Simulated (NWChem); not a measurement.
System: GeI₂, singlet; SMILES [I][Ge][I]

NWChem input:

```
start job
memory heap 200 mb stack 900 mb global 1100 mb
geometry units angstroms
  Ge     0.039067     0.019781     1.240794
  I      1.028509    -1.730198    -0.360365
  I     -1.050872     1.718878    -0.349864
end
basis spherical
  * library def2-svp
end
ecp
  I library def2-ecp
end
dft
  xc pbe0
  iterations 150
end
driver
  maxiter 120
end
task dft optimize
dft
  grid fine
  convergence energy 1d-8 density 1d-7
end
task dft freq numerical
```

NWChem printed, in part:

```
             Northwest Computational Chemistry Package (NWChem) 7.3.0
             --------------------------------------------------------

 C2V symmetry detected

                             Geometry "geometry" -> ""
                             -------------------------

 Output coordinates in angstroms (scale by  1.889725989 to convert to a.u.)

  No.       Tag          Charge          X              Y              Z
 ---- ---------------- ---------- -------------- -------------- --------------
    1 Ge                  32.0000     0.00000000     0.00000000     1.22660591
    2 I                   53.0000     2.01370683     0.00000000    -0.37029612
    3 I                   53.0000    -2.01370683     0.00000000    -0.37029612

 Effective nuclear repulsion energy (a.u.)    1067.5056620762

      Symmetry information
      --------------------

 Group name             C2v
 Group number             16
 Group order               4
 No. of unique centers     2

                                Z-matrix (autoz)
                                --------

 Units are Angstrom for bonds and degrees for angles

      Type          Name      I     J     K     L     M      Value
      ----------- --------  ----- ----- ----- ----- ----- ----------
    1 Stretch                  1     2                       2.57004
    2 Stretch                  1     3                       2.57004
    3 Bend                     2     1     3               103.17003

                           NWChem Geometry Optimization
                           ----------------------------

 maximum gradient threshold         (gmax) =   0.000450
 rms gradient threshold             (grms) =   0.000300
 maximum cartesian step threshold   (xmax) =   0.001800
 rms cartesian step threshold       (xrms) =   0.001200
 fixed trust radius                (trust) =   0.300000
 source of zmatrix                         =   autoz

          -------------------
          Energy Minimization
          -------------------

 Using diagonal initial Hessian
 Scaling for Hessian diagonals: bonds = 1.00  angles = 0.25  torsions = 0.10

          --------
          Step   0

                                 NWChem DFT Module
                                 -----------------

[...]

      ----------------------
      Optimization converged
      ----------------------

  Step       Energy      Delta E   Gmax     Grms     Xrms     Xmax
  ---- ---------------- -------- -------- -------- -------- --------
@    4   -2671.99068308 -2.0D-08  0.00000  0.00000  0.00007  0.00012
                                     ok       ok       ok       ok

                                Z-matrix (autoz)
                                --------

 Units are Angstrom for bonds and degrees for angles

      Type          Name      I     J     K     L     M      Value     Gradient
      ----------- --------  ----- ----- ----- ----- ----- ---------- ----------
    1 Stretch                  1     2                       2.56047   -0.00000
    2 Stretch                  1     3                       2.56047   -0.00000
    3 Bend                     2     1     3               102.66965   -0.00000

                         Geometry "geometry" -> "geometry"
                         ---------------------------------

 Output coordinates in angstroms (scale by  1.889725989 to convert to a.u.)

  No.       Tag          Charge          X              Y              Z
 ---- ---------------- ---------- -------------- -------------- --------------
    1 Ge                  32.0000     0.00000000     0.00000000     1.22847219
    2 I                   53.0000     1.99924287     0.00000000    -0.37122926
    3 I                   53.0000    -1.99924287     0.00000000    -0.37122926

 Effective nuclear repulsion energy (a.u.)    1072.7860638369

      Symmetry information
      --------------------

 Group name             C2v
 Group number             16
 Group order               4
 No. of unique centers     2

[...]

 Rotational Constants
 --------------------
 A=   0.115070 cm-1  (  0.165557 K)
 B=   0.016618 cm-1  (  0.023909 K)
 C=   0.014521 cm-1  (  0.020892 K)

 Temperature                      =   298.15K
 frequency scaling parameter      =   1.0000

 Zero-Point correction to Energy  =    0.778 kcal/mol  (  0.001240 au)
 Thermal correction to Energy     =    3.684 kcal/mol  (  0.005870 au)
 Thermal correction to Enthalpy   =    4.276 kcal/mol  (  0.006814 au)

 Total Entropy                    =   79.985 cal/mol-K
   - Translational                =   43.237 cal/mol-K (mol. weight = 327.7227)
   - Rotational                   =   29.051 cal/mol-K (symmetry #  =        2)
   - Vibrational                  =    7.696 cal/mol-K

 Cv (constant volume heat capacity) =   11.497 cal/mol-K
   - Translational                  =    2.979 cal/mol-K
   - Rotational                     =    2.979 cal/mol-K
   - Vibrational                    =    5.539 cal/mol-K

[normal modes left out]

 ----------------------------------------------------------------------------
 Normal Eigenvalue ||           Projected Infra Red Intensities
  Mode   [cm**-1]  || [atomic units] [(debye/angs)**2] [(KM/mol)] [arbitrary]
 ------ ---------- || -------------- ----------------- ---------- -----------
    1       -0.000 ||    0.000038           0.001         0.037       0.039
    2        0.000 ||    0.000484           0.011         0.472       0.506
    3        0.000 ||    0.000071           0.002         0.069       0.074
    4        0.000 ||    0.000071           0.002         0.069       0.074
    5        0.000 ||    0.000041           0.001         0.040       0.043
    6        0.000 ||    0.000001           0.000         0.001       0.001
    7       75.129 ||    0.000081           0.002         0.079       0.085
    8      234.473 ||    0.016023           0.370        15.620      16.757
    9      234.928 ||    0.069248           1.598        67.507      72.421
 ----------------------------------------------------------------------------
```

Level: PBE0/def2-SVP with def2 effective core potentials on I. Low-valent species are run as closed-shell singlets; no triplet was tried in these runs. def2 effective core potentials on I; no spin-orbit coupling.
